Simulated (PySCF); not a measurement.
V²⁺: excitation energy

V²⁺ [Ar] 3d3 (4F) → V²⁺ [Ar] 3d2 4s1 (4F), as a difference of total energies. Computed with PySCF 2.14 in x2c-TZVPPall, with scalar relativity by spin-free X2C-1e. Correlated levels: valence and next inner shell: [Ne] frozen. The calculations carry no spin-orbit coupling.

```
                                method  excitation energy (eV)
                                   UHF                   5.182
    MP2 (valence and next inner shell)                   5.502
SCS-MP2 (valence and next inner shell)                   5.390
   CCSD (valence and next inner shell)                   5.385
CCSD(T) (valence and next inner shell)                   5.374
```

Q: How much does correlation contribute at CCSD(T) (valence and next inner shell)?

A: 5.374 − (5.182) = 0.192 eV, measured against UHF.

A first-order spin-orbit estimate (lowest level to lowest level, LS coupling) adds -0.007 eV.

The basis was made for the ground configuration and has no added diffuse functions, so the excitation energy can come out too high.
